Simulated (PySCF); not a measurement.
How methods differ on the excitation energy of F⁺

F⁺ [He] 2s2 2p4 (3P) → F⁺ [He] 2s2 2p3 3s1 (5S), as a difference of total energies. Computed with PySCF 2.14 in x2c-QZVPPall with one added diffuse shell each of s, p, d, f type (8s5p4d3f1g, 73 functions), with scalar relativity by spin-free X2C-1e. Correlated levels: valence and next inner shell: nothing frozen. The calculations carry no spin-orbit coupling.

```json
{"method": "UHF", "excitation energy (cm⁻¹)": "167340", "error (cm⁻¹)": "-8983"}
{"method": "MP2 (valence and next inner shell)", "excitation energy (cm⁻¹)": "176110", "error (cm⁻¹)": "-212"}
{"method": "SCS-MP2 (valence and next inner shell)", "excitation energy (cm⁻¹)": "177640", "error (cm⁻¹)": "+1316"}
{"method": "CCSD (valence and next inner shell)", "excitation energy (cm⁻¹)": "176040", "error (cm⁻¹)": "-282"}
{"method": "CCSD(T) (valence and next inner shell)", "excitation energy (cm⁻¹)": "176130", "error (cm⁻¹)": "-191"}
```

Reference: 176330 cm⁻¹ (measured; NIST levels, between the centres of gravity of the two terms).

Errors of the correlated levels include the incompleteness of this basis.
